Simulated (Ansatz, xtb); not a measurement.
# Two conformers of CH6AlClGe

Structure a is `[CH3][GeH2][AlH][Cl]`, a singlet and structure b is `[CH3][GeH2][AlH][Cl]`, a singlet. Both are isolated molecules in the gas phase, relaxed with r2SCAN-D4/def2-SVP.

a (Å):

```xyz
10

C    -1.7759   -0.9002    0.7586
Al    1.2971   -2.2374   -0.7473
Cl    2.2483   -1.7616    1.0879
Ge   -1.1036   -1.7132   -0.8981
H    -1.6261   -1.5856    1.6055
H    -2.8488   -0.6748    0.6695
H    -1.2336    0.0326    0.9710
H    -1.3812   -0.7547   -2.0780
H    -1.9228   -2.9879   -1.2014
H     2.2275   -2.8888   -1.8527
```

b (Å):

```yaml
atoms:
  - { symbol: C, position_ang: [-1.3119, -0.3421, -1.1359] }
  - { symbol: Al, position_ang: [-0.8041, -1.7190, 2.2792] }
  - { symbol: Cl, position_ang: [-1.4088, -3.1219, 3.7463] }
  - { symbol: Ge, position_ang: [-1.9855, -1.6988, 0.1181] }
  - { symbol: H, position_ang: [-1.4182, 0.6662, -0.7093] }
  - { symbol: H, position_ang: [-1.8781, -0.3848, -2.0780] }
  - { symbol: H, position_ang: [-0.2486, -0.5147, -1.3587] }
  - { symbol: H, position_ang: [-1.8813, -3.0846, -0.5562] }
  - { symbol: H, position_ang: [-3.4944, -1.4550, 0.3406] }
  - { symbol: H, position_ang: [0.3937, -0.7673, 2.6992] }
```

Problem. Estimate E(b) − E(a) at the level CCSD(T)/def2-SVP + ΔMP2/def2-TZVPP.

Solution. Too close to call at this level: CCSD(T)/def2-SVP + ΔMP2/def2-TZVPP gives E(b) − E(a) = +1.77 kJ/mol.

How the difference moves with the method:

```
                             level            geometry  E(b) − E(a) (kJ/mol)  departure from the last row (kJ/mol)  job, with rough time for the two
                r2SCAN-D4/def2-SVP  r2SCAN-D4/def2-SVP                   +1.72                                 −0.05                optimisation, 62 s
                       HF/def2-SVP  r2SCAN-D4/def2-SVP                   +0.80                                 −0.98           part of the CCSD(T) run
                      MP2/def2-SVP  r2SCAN-D4/def2-SVP                   +1.29                                 −0.48           part of the CCSD(T) run
                  CCSD(T)/def2-SVP  r2SCAN-D4/def2-SVP                   +1.12                                 −0.65                      single point
CCSD(T)/def2-SVP + ΔMP2/def2-TZVPP  r2SCAN-D4/def2-SVP                   +1.77                                                      single point, 21 s
```

The largest departure from CCSD(T)/def2-SVP + ΔMP2/def2-TZVPP is that of HF/def2-SVP, 0.98 kJ/mol. Levels run at GFN2-xTB geometries aren't shown. The last row adds to CCSD(T) the change of the MP2 difference between the two basis sets, here +0.65 kJ/mol.

With harmonic frequencies from r2SCAN-D4/def2-SVP (ideal gas, rigid rotor, one conformer each, 200 K, 1 atm): on the last row, ΔE + ΔZPE = +1.72 kJ/mol. A mode under 50 cm⁻¹ makes harmonic enthalpies and free energies unreliable, so none is given.

The correlated steps freeze 20 core orbitals; the filled d shell of Ge is correlated, in a basis made for valence electrons. Codes used: Ansatz 0.2.0; the last row on 2 threads of Intel(R) Xeon(R) 6975P-C (Granite Rapids) on a shared host.
